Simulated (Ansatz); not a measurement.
One change: `C[CH](F)[GeH3]` becomes `C[CH]([GeH3])Br`.

Ansatz, PBE0-D4/def2-TZVP geometries, multiplicity 1. 

Scalar relativity is left out up to krypton. Spin–orbit coupling is left out; it splits and shifts lone-pair levels of the heavy atoms by tenths of an eV.

| property | `C[CH](F)[GeH3]` |
| --- | --- |
| LUMO energy (PBE/def2-TZVPP) / eV | -0.06 |
| LUMO energy (ωB97M-V/def2-TZVPP) / eV | 2.32 |
| HOMO energy (B3LYP/def2-TZVPP) / eV | -7.93 |
| LUMO energy (B3LYP/def2-TZVPP) / eV | 0.45 |
| size of the dipole moment (ωB97M-V/def2-TZVPP) / D | 1.65 |
| HOMO energy (PBE0/def2-TZVPP) / eV | -8.13 |

Problem. Give the same properties after the change, and the shifts. (Best estimate.)

Solution. Computed: 
```tsv
property	`C[CH]([GeH3])Br`	shift
LUMO energy (PBE/def2-TZVPP) / eV	-1.22	-1.16
LUMO energy (ωB97M-V/def2-TZVPP) / eV	1.71	-0.61
HOMO energy (B3LYP/def2-TZVPP) / eV	-7.38	0.55
LUMO energy (B3LYP/def2-TZVPP) / eV	-0.49	-0.94
size of the dipole moment (ωB97M-V/def2-TZVPP) / D	1.86	0.21
HOMO energy (PBE0/def2-TZVPP) / eV	-7.60	0.53
```

With PBE0 the HOMO rises by 0.53 eV and the LUMO falls by 0.97 eV, so the gap narrows by about 1.50 eV. PBE moves the HOMO by 0.38 eV and ωB97M-V by 0.56 eV. Dipoles are sizes alone; their direction can turn.

Positive LUMOs are unbound, so they and the gaps depend on the basis.

B3LYP here is the variant with VWN-RPA as its local correlation; programs differ in this.
